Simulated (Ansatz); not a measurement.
AlCu₂⁺: single points at one geometry.

```yaml
crystal:
  periodic: [false, false, false]
  atoms:
    - {symbol: Cu, position_ang: [-2.058400, -0.542945, -0.859728]}
    - {symbol: Cu, position_ang: [2.058385, 0.542981, 0.859728]}
    - {symbol: Al, position_ang: [0.000005, -0.000036, 0.000000]}
basis:
  gaussian: {orbitals: def2-TZVP, initial_orbitals: start.molden}
total_charge: 1
hamiltonian: {xc: {text: "exchange = 0.50*pbe_x + 0.50*exact_x\ncorrelation = pbe_c"}}
scf: {omitted_lower_state_checks: [starts]}
output: {orbitals: {seedname: orbitals}}
```

The file start.molden holds the orbitals of an earlier run on this structure, at another level or in another basis.

```sh
$ ansatz run in.yaml --threads 2 --pin off --events-out ev --progress --plain --max-ram 4352MiB
```

Shortened log:

```
Functional definition: unnamed
1176 factors; integrals over basis functions are off by at most 9.7e-4 eV
mean field evaluation 1: about -95856.6740 eV, gradient 1.2e1 eV
mean field evaluation 2: about -95856.8780 eV, gradient 5.3e-1 eV
mean field evaluation 4: about -95857.0161 eV, gradient 1.3e-2 eV
mean field evaluation 8: about -95857.0161 eV, gradient 2.0e-5 eV
mean field -95857.01608014 eV, -3522.6803667262 hartree, gradient 2.0e-5 eV, S^2 0.000000; 0 other end points of the search recorded, 0 dependent functions left out
reference -95857.01609980 eV, -3522.6803674484 hartree; 35, 35 occupied and 92, 92 virtual orbitals, 1176 factors
Total energy: -95857.01609980 eV, -3522.6803674484 hartree
Checks for a lower state left out: starts
```

Hardware: 2 threads of Arm Neoverse V2 on a shared host. Wall time 2.7 s.

First input, but with `correlation: {method: mp2, frozen_orbitals: {Al: 5, Cu: 9}}` and without the key `hamiltonian` (abridged; 1.6 s):

```
Functional definition: HF
mean field -95772.93540596 eV, -3519.5904589419 hartree, gradient 8.2e-6 eV, S^2 0.000000
23 core orbitals not correlated: weight in the atoms' cores, before any rotation towards them, 1.000 or more for the frozen orbitals, at most 0.000 for the correlated occupied ones
second order -24.42734356 eV of doubles, -0.00000000 eV of singles
Total energy: -95797.36274953 eV, -3520.4881472604 hartree
Checks for a lower state left out: starts
```

As the first input, with `hamiltonian: {xc: hse06, dispersion: d4}` (abridged; 2.4 s):

```
Functional definition: HSE06
mean field -95856.08948365 eV, -3522.6463149331 hartree, gradient 8.6e-6 eV, S^2 0.000000
Total energy: -95856.15460274 eV, -3522.6487080156 hartree
Checks for a lower state left out: starts
```

As the first input, with `gaussian: {orbitals: def2-TZVPP, initial_orbitals: start.molden}`, `correlation: {method: ccsd_t, frozen_orbitals: {Al: 5, Cu: 9}}` and without the key `hamiltonian` (abridged; 8 s):

```
Functional definition: HF
mean field -95772.95668297 eV, -3519.5912408575 hartree, gradient 2.3e-6 eV, S^2 0.000000
23 core orbitals not correlated: weight in the atoms' cores, before any rotation towards them, 1.000 or more for the frozen orbitals, at most 0.000 for the correlated occupied ones
second order -28.78442326 eV of doubles, -0.00000000 eV of singles
cycle   1  -23.44844409 eV  change     5.3e0 eV  update   2.5e-1
cycle   2  -25.08140696 eV  change    -1.6e0 eV  update   1.8e-1
cycle   3  -25.40228891 eV  change   -3.2e-1 eV  update   4.6e-2
cycle   4  -25.37872098 eV  change    2.4e-2 eV  update   2.3e-2
cycle   5  -25.32911668 eV  change    5.0e-2 eV  update   1.2e-2
cycle   6  -25.33084961 eV  change   -1.7e-3 eV  update   6.0e-3
cycle   7  -25.34116211 eV  change   -1.0e-2 eV  update   3.1e-3
cycle   8  -25.33886023 eV  change    2.3e-3 eV  update   1.4e-3
cycle   9  -25.33759162 eV  change    1.3e-3 eV  update   6.2e-4
cycle  10  -25.33853108 eV  change   -9.4e-4 eV  update   3.4e-4
cycle  11  -25.33882340 eV  change   -2.9e-4 eV  update   2.0e-4
cycle  12  -25.33829461 eV  change    5.3e-4 eV  update   1.3e-4
cycle  13  -25.33826376 eV  change    3.1e-5 eV  update   8.2e-5
cycle  14  -25.33844509 eV  change   -1.8e-4 eV  update   3.2e-5
cycle  15  -25.33838247 eV  change    6.3e-5 eV  update   1.9e-5
cycle  16  -25.33836991 eV  change    1.3e-5 eV  update   6.3e-6
perturbative correction -1.21574336 eV, -0.0446777444 hartree
Total energy: -95799.51079624 eV, -3520.5670865210 hartree
Checks for a lower state left out: starts
```

First input, but with `hamiltonian: {xc: {text: "exchange = 0.95*pbe_x + 0.05*exact_x\ncorrelation = pbe_c"}}` (abridged; 2.1 s):

```
Functional definition: unnamed
mean field -95856.18480154 eV, -3522.6498178008 hartree, gradient 1.8e-5 eV, S^2 0.000000
Total energy: -95856.18484003 eV, -3522.6498192153 hartree
Checks for a lower state left out: starts
```

The first input with `hamiltonian: {xc: {text: "exchange = 0.85*pbe_x + 0.15*exact_x\ncorrelation = pbe_c"}}` (abridged; 2.4 s):

```
Functional definition: unnamed
mean field -95856.24806130 eV, -3522.6521425541 hartree, gradient 6.3e-6 eV, S^2 0.000000
Total energy: -95856.24809560 eV, -3522.6521438146 hartree
Checks for a lower state left out: starts
```

First input, but with `hamiltonian: {xc: pbe, dispersion: d4}` (abridged; 1.5 s):

```
Functional definition: PBE
mean field -95856.18278247 eV, -3522.6497436015 hartree, gradient 2.2e-5 eV, S^2 0.000000
Total energy: -95856.25989881 eV, -3522.6525775746 hartree
Checks for a lower state left out: starts
```

Geometry: PBE-D4/def2-TZVP.

HSE06 is defined as in plane-wave codes, on full-range PBE exchange. Correlated methods freeze 23 core orbitals. The structure comes from a short search, and lower isomers may exist.
